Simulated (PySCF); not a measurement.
SMILES Fc1c(F)c(F)c(F)c(F)c1F (C6F6), singlet at its GFN2-xTB optimised geometry (Å):

```
12

F     -1.3613    -2.3579     0.0000
C     -0.6966    -1.2064     0.0000
C     -1.3930     0.0000     0.0000
F     -2.7226     0.0001     0.0000
C     -0.6965     1.2064     0.0000
F     -1.3613     2.3579     0.0000
C      0.6965     1.2064     0.0000
F      1.3613     2.3578     0.0000
C      1.3930     0.0000     0.0000
F      2.7226     0.0000     0.0000
C      0.6965    -1.2064     0.0000
F      1.3613    -2.3579     0.0000
```

Calculation: B3LYP/def2-TZVP run with PySCF.

Map of the electrostatic potential (hartree/e) on the plane z = 1.5 Å:

```
|                               |
|                               |
|                               |
|                               |
|                               |
|              ...              |
|            ..:::..            |
|           .:-----:.           |
|         .:-=+++++=-:.         |
|       ..:-+*#####*+-:..       |
|      ..:=+#%@@%@@%#+=:..      |
|      .:-+#%@@@%@@@%#+-:.      |
|      .:=*#%@@%%%@@%#*=:.      |
|      .-+#%%%%%%%%%%%#+-.      |
|      .-+%@@%%%%%%%@@%+-.      |
|      .-*%@@%%%%%%%@@%*-.      |
|      .-+%@@%%%%%%%@@%+-.      |
|      .-+#%%%%%%%%%%%#+-.      |
|      .:=*#%@@%%%@@%#*=:.      |
|      .:-+#%@@@%@@@%#+-:.      |
|      ..:=+#%@@%@@%#+=:..      |
|       ..:-+*#####*+-:..       |
|         .:-=+++++=-:.         |
|           .:-----:.           |
|            ..:::..            |
|              ...              |
|                               |
|                               |
|                               |
|                               |
|                               |
```
Scale: ten equal steps from -0.005 (start of ' ') to 0.052 (end of '@'), in the order ' .:-=+*#%@'; x runs from -5.00 to 5.00, y from -5.00 (bottom) to 5.00 (top).
